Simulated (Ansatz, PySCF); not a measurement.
Process, species as SMILES: CO[SiH](OC)OC + 3 O (H2O) + 2 [SiH4] (SiH4) → 3 CO (CH4O) [methanol] + 3 O[SiH3]
Structures are relaxed separately at B3LYP-D3(BJ)/def2-TZVP in Ansatz (a quantum-chemistry and plane-wave program), one conformer each, not searched for the lowest. Frequencies are from Ansatz or PySCF.

Wanted: bond separation energy (0 K, with B3LYP-D3(BJ) harmonic zero-point energies), in kcal/mol. Valence correlation only, unless marked. Spin-orbit coupling is left out. No relativistic terms. CBS(X,Y): correlation extrapolated as X^-3; Hartree-Fock from the larger set. The bracket is a focal-point correction in the basis named.

```csv
level,program,bond separation energy (kcal/mol),minus last row
HF/cc-pV(D+d)Z,Ansatz,15.8,-5.8
HF/cc-pV(T+d)Z,Ansatz,15.9,-5.7
HF/cc-pV(Q+d)Z,Ansatz,16.2,-5.4
SVWN5/def2-TZVPD,Ansatz,23.1,1.5
PBE/def2-TZVPD,Ansatz,18.4,-3.2
PBE-D3(BJ)/def2-TZVPD,Ansatz + dftd3,20.6,-1.0
BLYP-D4/def2-TZVPD,Ansatz + dftd4,22.5,0.9
r2SCAN0/def2-TZVPD,Ansatz,20.6,-1.0
CAM-B3LYP-D3(BJ)/def2-TZVPD,Ansatz + dftd3,21.1,-0.5
CAM-B3LYP-D4/def2-TZVPD,Ansatz + dftd4,21.6,0.0
wB97X-V/def2-TZVPD,Ansatz,20.7,-0.9
wB97X/def2-TZVPD,Ansatz,19.2,-2.4
B2GP-PLYP-D3(BJ)/def2-TZVPD,Ansatz + dftd3,21.8,0.2
MP2/STO-3G,Ansatz,14.1,-7.5
RI-MP2/cc-pV(T+d)Z,Ansatz,20.1,-1.5
SCS-MP2/cc-pV(T+d)Z,Ansatz,18.3,-3.3
CCSD/STO-3G,Ansatz,12.8,-8.8
CCSD/6-31G,Ansatz,24.5,2.9
CCSD(T)/6-31G*,Ansatz,24.3,2.7
"RI-MP2/CBS(cc-pV(T+d)Z,cc-pV(Q+d)Z)+[CCSD(T)-MP2]/cc-pV(D+d)Z",Ansatz,20.9,-0.7
"RI-MP2/CBS(aug-cc-pV(T+d)Z,aug-cc-pV(Q+d)Z)+[CCSD(T)-MP2]/aug-cc-pV(T+d)Z",Ansatz,21.6,0.0
```
